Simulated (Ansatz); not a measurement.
A CCSD(T) single point on `C[Si](C)(F)P`.

```yaml
crystal:
  periodic: [false, false, false]
  atoms:
    - {symbol: C, position_ang: [-1.667363, 0.324464, -0.440287]}
    - {symbol: Si, position_ang: [0.172062, 0.156355, -0.228288]}
    - {symbol: C, position_ang: [0.706957, -1.612140, -0.020919]}
    - {symbol: F, position_ang: [0.865339, 0.715610, -1.570733]}
    - {symbol: P, position_ang: [0.833140, 1.354218, 1.559890]}
    - {symbol: H, position_ang: [-1.954779, 1.368441, -0.584125]}
    - {symbol: H, position_ang: [-2.193005, -0.054337, 0.439916]}
    - {symbol: H, position_ang: [-2.005469, -0.243590, -1.311008]}
    - {symbol: H, position_ang: [0.252756, -2.049995, 0.871571]}
    - {symbol: H, position_ang: [1.792114, -1.687781, 0.078561]}
    - {symbol: H, position_ang: [0.403246, -2.207491, -0.886061]}
    - {symbol: H, position_ang: [2.204585, 1.302057, 1.193100]}
    - {symbol: H, position_ang: [0.610817, 2.599389, 0.913183]}
basis:
  gaussian: {orbitals: def2-TZVPP}
correlation: {method: ccsd_t}
output: {orbitals: {seedname: orbitals}}
```

```sh
$ ansatz run in.yaml --threads 4 --pin off --events-out ev --progress --plain --max-ram 10444MiB
```

Output of Ansatz, abridged:

```
Functional definition: HF
1668 factors; integrals over basis functions are off by at most 1.1e-3 eV
mean field evaluation 1: about -22028.7541 eV, gradient 4.1e1 eV
mean field evaluation 2: about -22029.0443 eV, gradient 4.1e1 eV
mean field evaluation 4: about -22033.0767 eV, gradient 4.3e0 eV
mean field evaluation 8: about -22033.1593 eV, gradient 3.2e-1 eV
mean field evaluation 16: about -22033.1599 eV, gradient 1.4e-6 eV
mean field -22033.15993900 eV, -809.7036931459 hartree, gradient 1.4e-6 eV, S^2 0.000000; 0 other end points of the search recorded, 0 dependent functions left out
13 core orbitals not correlated: weight in the atoms' cores, before any rotation towards them, 1.000 or more for the frozen orbitals, at most 0.000 for the correlated occupied ones
reference -22033.15993900 eV, -809.7036931459 hartree; 16, 16 occupied and 260, 260 virtual orbitals, 1668 factors
second order -24.10183525 eV of doubles, -0.00000000 eV of singles
cycle   1  -24.97537717 eV  change   -8.7e-1 eV  update   1.0e-1
cycle   2  -25.54554306 eV  change   -5.7e-1 eV  update   3.1e-2
cycle   3  -25.66219388 eV  change   -1.2e-1 eV  update   1.5e-2
cycle   4  -25.65552710 eV  change    6.7e-3 eV  update   3.6e-3
cycle   5  -25.65300276 eV  change    2.5e-3 eV  update   1.4e-3
cycle   6  -25.65303498 eV  change   -3.2e-5 eV  update   4.4e-4
cycle   7  -25.65280160 eV  change    2.3e-4 eV  update   1.6e-4
cycle   8  -25.65275955 eV  change    4.2e-5 eV  update   5.0e-5
cycle   9  -25.65277995 eV  change   -2.0e-5 eV  update   1.9e-5
perturbative correction -0.94476838 eV, -0.0347195976 hartree
Total energy: -22059.75748733 eV, -810.6811350187 hartree
```

It took 5 min on 4 threads of an Arm Neoverse V1 on a shared host, with 8.8 GiB of host memory at the peak.

MP2 recovers 90.6 % of the CCSD(T) correlation energy and the triples give 3.6 %; T1 = 0.0117.
